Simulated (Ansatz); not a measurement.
Two structures of SiNH8OF, closed shell, reached by relaxing down either side of one saddle point (PBE0-D4/def2-TZVP). Energies are electronic, without zero-point energy. Computed with Ansatz 0.2.0 (basis: def2-TZVPP and def2-QZVPP); correlated methods freeze the cores. Extrapolation: Hartree–Fock as exp(−7.88 √X), correlation as X^−2.97. First:

```json
{"atom": "Si1", "x (Å)": "-0.1279", "y (Å)": "1.6822", "z (Å)": "-1.0814"}
{"atom": "H2", "x (Å)": "-1.2977", "y (Å)": "1.1222", "z (Å)": "-0.3261"}
{"atom": "H3", "x (Å)": "-0.3831", "y (Å)": "1.4143", "z (Å)": "-2.5229"}
{"atom": "H4", "x (Å)": "-0.0907", "y (Å)": "3.1446", "z (Å)": "-0.8411"}
{"atom": "O5", "x (Å)": "1.2828", "y (Å)": "1.0626", "z (Å)": "-0.5437"}
{"atom": "H6", "x (Å)": "0.5450", "y (Å)": "-1.6123", "z (Å)": "0.2312"}
{"atom": "F7", "x (Å)": "1.1906", "y (Å)": "-1.6364", "z (Å)": "-0.5224"}
{"atom": "H8", "x (Å)": "-1.0007", "y (Å)": "-0.5602", "z (Å)": "1.1245"}
{"atom": "N9", "x (Å)": "-0.4568", "y (Å)": "-1.3824", "z (Å)": "1.3668"}
{"atom": "H10", "x (Å)": "1.4151", "y (Å)": "0.1039", "z (Å)": "-0.6477"}
{"atom": "H11", "x (Å)": "0.0222", "y (Å)": "-1.1886", "z (Å)": "2.2384"}
{"atom": "H12", "x (Å)": "-1.0987", "y (Å)": "-2.1498", "z (Å)": "1.5244"}
```

Second:

```xyz
12
angstrom
Si 0.9115 0.5220 -0.6835
H -2.8293 1.1352 0.5607
H -0.2566 -0.0169 -1.4117
H 0.6525 1.2603 0.5615
O 1.6688 1.6292 -1.6327
H 0.4106 -1.8967 1.1486
F 1.9459 -0.6818 -0.4383
H -2.1822 0.7655 0.5074
N -0.3953 -1.2844 1.1034
H 1.8597 1.3890 -2.5402
H -0.6059 -0.9859 2.0479
H -1.1796 -1.8354 0.7769
```

**Question.** Which bonds change from the first to the second?

**Answer.** SiH₄O ([OH][SiH3]) + NH₃ + HF → SiH₃OF ([OH][SiH2][F]) + NH₃ + H₂; bonds formed: Si1–F7, H2–H8, H6–N9; bonds broken: Si1–H2, H6–F7, H8–N9.

**Question.** Give the saddle point's structure and its height above each. (An estimate is asked for; the value comes from the calculation.)

**Answer.** Computed: 111.3 kJ/mol above the first and 183.0 kJ/mol above the second (CCSD(T) at an estimated basis limit (MP2 extrapolated from triple and quadruple zeta, plus CCSD(T) − MP2 in triple zeta)).
| atom | x (Å) | y (Å) | z (Å) |
| --- | --- | --- | --- |
| Si1 | 0.2484 | 1.0072 | -0.8214 |
| H2 | -0.5623 | 0.8413 | 0.6102 |
| H3 | -0.6279 | 0.2462 | -1.7661 |
| H4 | -0.3849 | 2.3745 | -0.8042 |
| O5 | 1.6957 | 1.6176 | -1.3785 |
| H6 | 0.0577 | -1.6091 | 0.6847 |
| F7 | 1.0844 | -0.4363 | -0.2647 |
| H8 | -0.7949 | -0.2158 | 0.9486 |
| N9 | -0.7974 | -1.3718 | 1.2018 |
| H10 | 2.3914 | 0.9582 | -1.4186 |
| H11 | -0.7048 | -1.5650 | 2.1923 |
| H12 | -1.6053 | -1.8469 | 0.8160 |

No T1 diagnostic of these runs exceeds 0.012.

Labels in which every atom is bracketed show which atoms are joined, not bond orders.

For scale, one of the runs: CCSD(T)/def2-TZVPP, 247 basis functions, launched by `ansatz run in.yaml --threads 4 --pin off --events-out ev --progress --plain --max-ram 9574MiB`. The run took 110 s on 4 CPU threads of an Arm Neoverse V2 (shared host), with 5.2 GiB of host memory at its peak.
